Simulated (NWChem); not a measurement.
System: C2H4N2Si; SMILES C1=N[SiH2]N=C1

NWChem input:

```
start job
memory heap 200 mb stack 900 mb global 1100 mb
geometry units angstroms noautoz
  C      0.000000     0.760490    -1.207906
  N      0.000000     1.345125    -0.075208
  Si     0.000000     0.000000     1.102246
  N      0.000000    -1.345125    -0.075208
  C      0.000000    -0.760490    -1.207906
  H      0.000000     1.319310    -2.160268
  H     -1.228180     0.000000     1.939730
  H      1.228180     0.000000     1.939730
  H      0.000000    -1.319310    -2.160268
end
basis spherical
  * library def2-tzvp
end
dft
  xc hfexch
  iterations 150
  semidirect filesize 400000000
  mulliken
end
task dft energy
```

All runs use the structure optimised with PBE0/def2-SVP.

**Question.** What results follow from this input? (Hartree-Fock/def2-TZVP.) Quantities: energy (Ha); highest occupied level (eV); orbital gap (eV); dipole (D).

**Answer.** 
| Property | Value |
|---|---|
| energy (Ha) | -475.97 |
| highest occupied level (eV) | -11.34 |
| orbital gap (eV) | 12.87 |
| dipole (D) | 1.51 |
